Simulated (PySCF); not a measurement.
A TDDFT job was run through a driver script with this input:

```
{"job": {"kind": "uv", "xc": "B3LYP", "basis": "def2-SVPD", "ip": true}, "charge": 0, "multiplicity": 1}
Si    -1.192380     0.120260     0.016777
Ge     1.178724    -0.111963    -0.028955
H     -1.769612    -0.738191     1.095744
H     -1.566812     1.543200     0.279791
H     -1.773779    -0.297634    -1.295362
H      1.570588    -1.502361    -0.562602
H      1.808718     0.956643    -0.941400
H      1.762673     0.048876     1.386877
```

Its output, with some lines taken out ([cut]):

```
coarse grid: 28664 points
cycle   1  E = -2369.7937396008  dE = -8.437e-01  |g| = 3.844e-01  |ddm| = 2.642e+00
cycle   2  E = -2369.7919473733  dE =  1.792e-03  |g| = 4.145e-01  |ddm| = 4.663e-01
cycle   3  E = -2369.8084247566  dE = -1.648e-02  |g| = 1.670e-02  |ddm| = 2.960e-01
cycle   4  E = -2369.8084840429  dE = -5.929e-05  |g| = 4.628e-03  |ddm| = 3.580e-02
cycle   5  E = -2369.8084915919  dE = -7.549e-06  |g| = 8.601e-04  |ddm| = 1.101e-02
final grid: 57200 points
cycle   6  E = -2369.8084824661  dE = -1.066e-07  |g| = 7.890e-04  |ddm| = 4.035e-03
cycle   7  E = -2369.8084825043  dE = -3.818e-08  |g| = 7.983e-04  |ddm| = 2.839e-03
cycle   8  E = -2369.8084827111  dE = -2.069e-07  |g| = 9.419e-05  |ddm| = 1.292e-03
cycle   9  E = -2369.8084827123  dE = -1.176e-09  |g| = 5.047e-06  |ddm| = 8.924e-05
cycle  10  E = -2369.8084827123  dE =  1.455e-11  |g| = 1.348e-06  |ddm| = 1.011e-05
converged SCF energy = -2369.8084827123

Static polarisability (au): isotropic 66.315, principal 59.461 59.464 80.020

Singlet excitations
state   eV       nm        f      main configurations
[cut]
  2   7.3986    167.6   0.02067   H->L+2 0.90
  3   7.3989    167.6   0.02059   H->L+3 0.90
  4   7.5050    165.2   0.42117   H->L+1 0.77, H->L 0.17
[cut]
  6   8.0780    153.5   0.02612   H->L+5 0.35, H-1->L 0.32, H-2->L 0.15
  7   8.1204    152.7   0.01883   H-2->L 0.52, H->L+4 0.44
  8   8.1210    152.7   0.01725   H-1->L 0.48, H->L+5 0.48
[cut]
 10   8.4193    147.3   0.01005   H-1->L+1 0.92

Triplet excitations (Tamm-Dancoff, eV): 6.4821 6.6129 6.6133 6.9457
Vertical ionisation energy (delta-SCF) = 10.4206 eV
```

Method used: TDDFT B3LYP/def2-SVPD, vertical, gas phase, core orbitals frozen in the response (PySCF). Isolated species at its PBE0-D3(BJ)/def2-SVP geometry, gas phase. Relativistic effects, spin–orbit coupling among them, are left out although an element past zinc is present.

**Question.** What stood in the cut lines?

**Answer.** 
```
  1   7.1069    174.5   0.09993   H->L 0.79, H->L+1 0.20
  5   8.0774    153.5   0.02518   H->L+4 0.38, H-2->L 0.30, H-1->L 0.16
  9   8.3348    148.8   0.00023   H-1->L+3 0.49, H-2->L+2 0.49
```

**Question.** What transition dipole goes with state 4?

**Answer.** |μ|² = 3f / (2ΔE) = 3 × 0.4212 / (2 × 0.2758) = 2.291 au, so |μ| = 3.85 D.

**Question.** Give the mean polarisability in Å³.

**Answer.** 66.32 au × 0.148185 = 9.83 Å³.

**Question.** What share of the summed oscillator strength falls to the strongest level in this window?

**Answer.** State 4 at 165 nm: 0.4212 of 0.6600, or 64%.

**Question.** Which species is it?

**Answer.** `[SiH3][GeH3]` (GeH6Si), point group C3.

The SCF starts on a coarse grid; the energy jumps when the final grid takes over, and dE counts afresh there. H and L stand for HOMO and LUMO.

On one thread of an Arm Neoverse N1, on a shared host, this took 59 s wall (grids of density and orbitals included).
